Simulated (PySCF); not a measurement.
Cu (copper, neutral) across methods

[Ar] 3d10 4d1, 2D determinant (an excited configuration). Calculation: PySCF 2.14, in aug-cc-pwCVTZ-DK with one added diffuse shell each of s, p, d, f, g type (11s10p8d5f4g, 152 functions); the spin-free X2C one-electron Hamiltonian (Gaussian nucleus).

| method | E (hartree) | mean ε 3d α (eV) | mean ε 3d β (eV) | mean ε 4d α (eV) | Σ⟨r²⟩ (bohr²) | ⟨S²⟩ |
| --- | --- | --- | --- | --- | --- | --- |
| PBE | -1654.320 | -10.016 | -10.010 | -0.846 | 93.15 | 0.750 |
| PBE0 | -1654.305 | -12.198 | -12.189 | -1.014 | 93.01 | 0.750 |
| UHF | -1652.95704 | -18.232 | -18.219 | -1.341 | 93.19 | 0.750 |
| LDA | -1651.679 | -10.362 | -10.356 | -0.720 | 92.44 | 0.750 |

(1) Estimate the same row for r2SCAN.

The outer electron is Rydberg-like, and this basis confines it to a smaller radius and binds it less than a complete one would.

## Answers

(1) E (hartree) = -1654.508; mean ε 3d α (eV) = -9.999; mean ε 3d β (eV) = -9.992; mean ε 4d α (eV) = -0.726; Σ⟨r²⟩ (bohr²) = 92.47; ⟨S²⟩ = 0.750.
